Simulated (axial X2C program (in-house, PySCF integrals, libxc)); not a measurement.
## CuSn along the bond: PBE0, 2c

All values were computed with an in-house all-electron X2C program for linear molecules (integrals from PySCF). Two-component (2c) means X2C with spin–orbit coupling and atomic mean-field two-electron Coulomb and Gaunt terms. Basis: Sn dyall-v3z [11s12p9d1f], Cu dyall-v3z [9s9p6d3f2g] (cores contracted in-house); Gaussian nuclei, density fitting, unrestricted open shells. Masses: Sn 119.902 u, Cu 62.930 u.

State: Ω = 1/2 (⟨Sz⟩ = -0.49, ⟨Lz⟩ = 0.99 at PBE0). Dipoles are positive if Cu is the positive end.

Results along the bond:

| R (Å) | μ (D) | HOMO (eV) | LUMO (eV) |
| --- | --- | --- | --- |
| 2.151 | 1.030 | -4.89 | -3.02 |
| 2.250 | 0.964 | -4.87 | -3.01 |
| 2.325 | 0.895 | -4.87 | -3.00 |
| 2.399 | 0.813 | -4.87 | -3.00 |
| 2.473 | 0.720 | -4.88 | -3.00 |
| 2.560 | 0.601 | -4.89 | -3.00 |
| 2.646 | 0.473 | -4.91 | -3.01 |
| 2.757 | 0.302 | -4.94 | -3.03 |
| 2.893 | 0.086 | -4.97 | -3.06 |
| 3.091 | -0.228 | -5.01 | -3.11 |

One determinant describes the state; a PBE0 search over occupations chose it and may have missed a lower one. Density functionals use the spin component along the axis (collinear). The functionals have no current-density term, which raises determinants with orbital currents, atoms included.
